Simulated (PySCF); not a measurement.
# Steps of a relaxation of [LuCl2]+

[LuCl2]+ (singlet). PySCF 2.14.0, RKS PBE0, Lu def2-SVP with ECP28, Cl def2-SVP; non-relativistic Hamiltonian with scalar-relativistic core potentials where named; density fitting; no spin-orbit coupling. Origin of the start: template. Columns: position (Å) and force (eV/Å). Energies are counted from the last step; some of the 8 steps are shown. Forces carry noise of the integration grid, about 0.01 to 0.03 eV/Å.

Run from Python with OMP_NUM_THREADS=2. Where DIIS fails, smearing, a level shift and second-order steps follow.
It took 2.5 min on 2 threads of Intel(R) Xeon(R) Processor @ 2.50GHz (Skylake/Cascade Lake), with other jobs on the host, from the converged density of the start.

```xyz
3
step 0  E = 0.886 eV
Lu    0.0000    0.0000   -0.2978     0.00    0.00    2.19
Cl    2.3301    0.0000    0.7450    -2.56    0.00   -1.10
Cl   -2.3301    0.0000    0.7450     2.56    0.00   -1.10
```

```xyz
3
step 2  E = 0.127 eV
Lu    0.0000    0.0000   -0.2283     0.00    0.00   -1.16
Cl    2.0642    0.0000    0.7102     0.69    0.00    0.58
Cl   -2.0642    0.0000    0.7102    -0.69    0.00    0.58
```

```xyz
3
step 5  E = 0.006 eV
Lu    0.0000    0.0000   -0.4614     0.00    0.00    0.38
Cl    1.9210    0.0000    0.8268    -0.27    0.00   -0.19
Cl   -1.9210    0.0000    0.8268     0.27    0.00   -0.19
```

Task: Where does the relaxation end?

Result: It converges at step 7 in C2v:
```xyz
3
step 7  E = 0
Lu    0.0000    0.0000   -0.4592
Cl    1.9008    0.0000    0.8257
Cl   -1.9008    0.0000    0.8257
```

Task: How did the contacts change?

Result: 
```
     contact  start (Å)  end (Å)
Lu1–Cl2 (Cl)      2.553    2.294
Lu1–Cl3 (Cl)      2.553    2.294
```
